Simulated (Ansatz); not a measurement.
Consider the ligand exchange at a B–S bond: `CCBS` + CH₃NH₂ → `CCBNC` + H₂S.

Isolated molecules relaxed with PBE0-D4/def2-TZVP in Ansatz; ΔE leaves out vibrations. CCSD(T)/CBS is the MP2 limit (def2-TZVPP, def2-QZVPP) plus CCSD(T) − MP2 in def2-TZVPP, frozen cores. This one scheme is used for every species. DFT in def2-TZVPP. B3LYP here is the variant with VWN-RPA as its local correlation; programs differ in this. Each species was taken in one conformer, which may not be the lowest.

Task: Is it downhill or uphill in electronic energy at CCSD(T)/CBS, and by how much? (Estimate.)

Result: Computed: Downhill: ΔE = -56.4 kJ/mol.

Task: What do these levels give: r2SCAN-D4, PBE0-D4, B3LYP-D4, ωB97X-V, PBE, r2SCAN, B3LYP, CCSD/def2-TZVPP, HF/def2-QZVPP, MP2/def2-QZVPP, SCS-MP2/def2-QZVPP, HF/CBS(def2)? (An estimate is asked.)

Result: Ansatz gave: r2SCAN-D4 -53.7, PBE0-D4 -53.3, B3LYP-D4 -58.4, ωB97X-V -56.4, PBE -50.6, r2SCAN -53.0, B3LYP -56.3, CCSD/def2-TZVPP -58.4, HF/def2-QZVPP -55.5, MP2/def2-QZVPP -55.3, SCS-MP2/def2-QZVPP -56.0, HF/CBS(def2) -55.6 kJ/mol.

Largest T1 diagnostic among the species: 0.012.
